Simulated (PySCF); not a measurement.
**Computed against measured: harmonic wavenumber ωe**

r²SCAN, HF, CCSD(T) in PySCF with x2c-TZVPPall on every atom, spin-free X2C, for the lowest determinant that a PBE0 search found; no spin–orbit coupling. Measured values: Huber and Herzberg, Constants of Diatomic Molecules (1979).

```json
{"molecule": "CuF", "measured (cm⁻¹)": "622.65", "r²SCAN": "645", "HF": "571", "CCSD(T)": "600"}
{"molecule": "N2", "measured (cm⁻¹)": "2358.57", "r²SCAN": "2432", "HF": "2735", "CCSD(T)": "2348"}
{"molecule": "RbBr", "measured (cm⁻¹)": "169.46", "r²SCAN": "167", "HF": "160", "CCSD(T)": "171"}
{"molecule": "HI", "measured (cm⁻¹)": "2309.014", "r²SCAN": "2324", "HF": "2454", "CCSD(T)": "2351"}
{"molecule": "CS", "measured (cm⁻¹)": "1285.08", "r²SCAN": "1302", "HF": "1425", "CCSD(T)": "1278"}
{"molecule": "GeSe", "measured (cm⁻¹)": "408.7", "r²SCAN": "409", "HF": "441", "CCSD(T)": "405"}
{"molecule": "SrS", "measured (cm⁻¹)": "388.38", "r²SCAN": "403", "HF": "410", "CCSD(T)": "383"}
{"molecule": "S2", "measured (cm⁻¹)": "725.65", "r²SCAN": "729", "HF": "820", "CCSD(T)": "718"}
```

Give the mean signed and mean absolute error of each level in %, and name the best.

r²SCAN +1.4 and 1.8; HF +5.7 and 9.2; CCSD(T) -0.7 and 1.3. On this set CCSD(T) is closest.

Which molecule does r²SCAN miss most?

SrS, by +3.8 %.

The molecules are drawn from runs that passed checks on state, spin purity and fit, so the hardest cases are missing and the errors look smaller than over all diatomics.

Correlated steps freeze the inner cores (2 to 18 orbitals); shallow outer-core shells are correlated. Spin–orbit coupling is left out. The CCSD T1 diagnostic is raised in CS, CuF, SrS, a sign that a single reference may not be enough there. States were picked by a PBE0 search and need not be the measured ground states.
